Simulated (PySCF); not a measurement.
C11H8OSe, SMILES O=C(c1ccccc1)c1ccc[se]1 (GFN2-xTB optimised geometry):

```
21

O     -1.927     0.797    -0.780
C     -1.318     0.057    -0.030
C      0.169     0.008    -0.009
C      0.866    -1.198     0.000
C      2.249    -1.198     0.000
C      2.946    -0.001     0.000
C      2.257     1.202    -0.025
C      0.876     1.207    -0.042
C     -2.021    -0.795     0.929
C     -3.386    -0.953     0.977
C     -3.858    -1.757     2.028
C     -2.884    -2.238     2.852
Se    -1.191    -1.707     2.343
H      0.327    -2.136    -0.042
H      2.785    -2.136    -0.003
H      4.026    -0.005     0.008
H      2.800     2.135    -0.037
H      0.325     2.136    -0.073
H     -4.026    -0.488     0.247
H     -4.904    -1.970     2.174
H     -3.033    -2.864     3.714
```

Level of theory: CAM-B3LYP/def2-SVP in PySCF.

**Question.** What are the frontier orbital energies and the dipole moment?

**Answer.** HOMO-2 -8.53 eV, HOMO-1 -8.36 eV, HOMO -8.23 eV, LUMO -0.80 eV, LUMO+1 0.53 eV; dipole moment 3.05 D.

Meta-Löwdin charges at CAM-B3LYP/def2-SVP: O1 -0.42, C2 0.35, C3 -0.04, C4 -0.11, C5 -0.10, C6 -0.09, C7 -0.10, C8 -0.09, C9 -0.19, C10 -0.09, C11 -0.13, C12 -0.24, Se13 0.32, H14 0.11, H15 0.11, H16 0.11, H17 0.11, H18 0.12, H19 0.13, H20 0.12, H21 0.13.
